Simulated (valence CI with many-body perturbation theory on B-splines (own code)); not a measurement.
## Missing levels of Ni XXII

Computed by configuration interaction combined with many-body perturbation theory (CI+MBPT): five valence electrons over a frozen Dirac-Fock core [He], a basis of 11 s, 11 p, 10 d, 8 f, 5 g, 2 h functions for each j, with the one-electron correlation potential Σ1 (screened to all orders), the two-electron term Σ2, the three-electron term Σ3, Breit, model QED; selected single and double excitations, second order for the rest, scaled by the run's own slope (own B-spline code, finite nucleus).

No measured spectrum was set against this ion. As an estimate, levels of excited configurations hold to 0.05 to 0.15 % of their energy, terms of the ground configuration to about 0.5 %. Among the levels kept, up to 5500 cm⁻¹ of a level comes from second order outside the variational space, and about a tenth of that is noise between levels of different J, which matters for small intervals.

| Level | E (cm⁻¹) |
| --- | --- |
| 2s2 2p3 4S°_3/2 | 0 |
| 2s2 2p3 2D°_3/2 | ? |
| 2s2 2p3 2D°_5/2 | 209650 |
| 2s2 2p3 2P°_1/2 | 303130 |
| 2s2 2p3 2P°_3/2 | 400440 |
| 2s 2p4 4P_5/2 | 848170 |
| 2s 2p4 4P_3/2 | 942950 |
| 2s 2p4 4P_1/2 | ? |
| 2s 2p4 2D_3/2 | 1176700 |
| 2s 2p4 2D_5/2 | 1203900 |
| 2s 2p4 2S_1/2 | 1345400 |
| 2s 2p4 2P_3/2 | ? |
| 2s 2p4 2P_1/2 | ? |
| 2p5 2P°_3/2 | 2191200 |
| 2p5 2P°_1/2 | 2341600 |
| 2s2 2p2 3s 4P_1/2 | ? |
| 2s2 2p2 3s 4P_3/2 | 8624900 |
| 2s2 2p2 3s 2P_1/2 | 8656200 |
| 2s2 2p2 3s 4P_5/2 | ? |
| 2s2 2p2 3s 2P_3/2 | 8707100 |

Names give the largest LS component (configuration and term), which can be under half, so a name can repeat, a term be missing and a line seem to break the LS rules; names also repeat where a configuration has a term twice.

(1) The levels stand in rising order. What does the calculation give for the missing energies?

## Answers

(1) 2s2 2p3 2D°_3/2 157800; 2s 2p4 4P_1/2 967950; 2s 2p4 2P_3/2 1399800; 2s 2p4 2P_1/2 1537200; 2s2 2p2 3s 4P_1/2 8524200; 2s2 2p2 3s 4P_5/2 8676500.
